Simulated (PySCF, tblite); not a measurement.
One entry of a table of gas-phase calculations, keyed by method. Lists by class give the value and the number of equivalent atoms.

```json
{
 "formula": "C5H7N3Si",
 "smiles": "C#CCn1ncc([SiH3])n1",
 "inchi": "InChI=1S/C5H7N3Si/c1-2-3-8-6-4-5(9)7-8/h1,4H,3H2,9H3",
 "charge": 0,
 "multiplicity": 1,
 "geometry_level": "GFN2-xTB",
 "atoms_angstrom": [
  ["C", 3.671, 0.275, -0.109],
  ["C", 2.713, -0.268, -0.577],
  ["C", 1.52, -0.91, -1.1],
  ["N", 0.398, -0.688, -0.227],
  ["N", 0.141, -1.464, 0.798],
  ["C", -0.926, -0.924, 1.358],
  ["C", -1.298, 0.214, 0.62],
  ["Si", -2.71, 1.419, 0.852],
  ["N", -0.422, 0.32, -0.377],
  ["H", 4.523, 0.743, 0.285],
  ["H", 1.271, -0.49, -2.08],
  ["H", 1.685, -1.989, -1.179],
  ["H", -1.38, -1.347, 2.23],
  ["H", -3.001, 1.47, 2.288],
  ["H", -2.308, 2.729, 0.346],
  ["H", -3.885, 0.92, 0.129]
 ],
 "electronic_structure_code": "PySCF",
 "results": {
  "GFN2-xTB geometry": {
   "point_group": "C1",
   "rotational_constants_GHz": [3.479, 0.727, 0.673]
  },
  "PBE0/def2-SVPD ground state and vertical TDDFT (core frozen in the response)": {
   "dipole_D": 0.49,
   "homo_eV": -7.8,
   "lumo_eV": -0.55,
   "S1_eV": 6.21,
   "strongest_line_of_8_singlets_eV": 6.31,
   "T1_tda_eV": 4.87,
   "polarisability_au": 102.3,
   "r2_bohr2_about_centre_of_nuclear_charge": 1707.4,
   "singlets_eV_and_f": [
    [6.21, 0.004],
    [6.31, 0.233],
    [6.39, 0.001],
    [6.85, 0.01],
    [6.9, 0.011],
    [6.96, 0.008],
    [7.13, 0.011],
    [7.17, 0.007]
   ],
   "triplets_tda_eV": [4.87, 5.03, 5.36]
  },
  "PBE0/pcSseg-1 ground state and GIAO shieldings, non-relativistic": {
   "shift_vs_computed_TMS_C_by_class_ppm": [
    [147.5, 1],
    [141.0, 1],
    [82.6, 1],
    [82.0, 1],
    [45.4, 1]
   ],
   "shift_vs_computed_TMS_H_by_class_ppm": [
    [7.86, 1],
    [5.28, 2],
    [4.57, 3],
    [1.84, 1]
   ],
   "shielding_other_nuclei_by_class_ppm": [
    ["N", -112.9, 1],
    ["N", -95.9, 1],
    ["N", -15.6, 1],
    ["Si", 433.8, 1]
   ],
   "charges_hirshfeld_e_by_atom": [-0.1, -0.05, 0.01, 0.1, -0.13, -0.03, -0.08, 0.32, -0.13, 0.1, 0.07, 0.07, 0.06, -0.07, -0.07, -0.07]
  },
  "GFN2-xTB harmonic vibrations, gas phase": {
   "strongest_ir_bands_cm-1_km_per_mol_modes": [
    [769.7, 190.5, 1],
    [782.1, 186.5, 1],
    [791.7, 417.3, 1],
    [2241.3, 390.7, 1],
    [2246.0, 231.9, 1],
    [2294.1, 282.8, 2]
   ],
   "zpe_kcal_per_mol": 67.5
  }
 }
}
```

No computed singlet falls in the visible range (750 to 380 nm, 1.65 to 3.26 eV); S1 lies 2.95 eV above its blue end. The dipole matches unit charges of opposite sign 0.10 Å apart (1 e·Å = 4.8032 D). The rotational constants make it an asymmetric top with κ = (2B − A − C)/(A − C) = -0.96, nearer the prolate limit (−1).

The values belong to the conformer `[CH:1]#[C:2][CH2:3][n:4]1[n:5][cH:6][c:7]([SiH3:8])[n:9]1`: C2–C3–N4–N5 -86°.
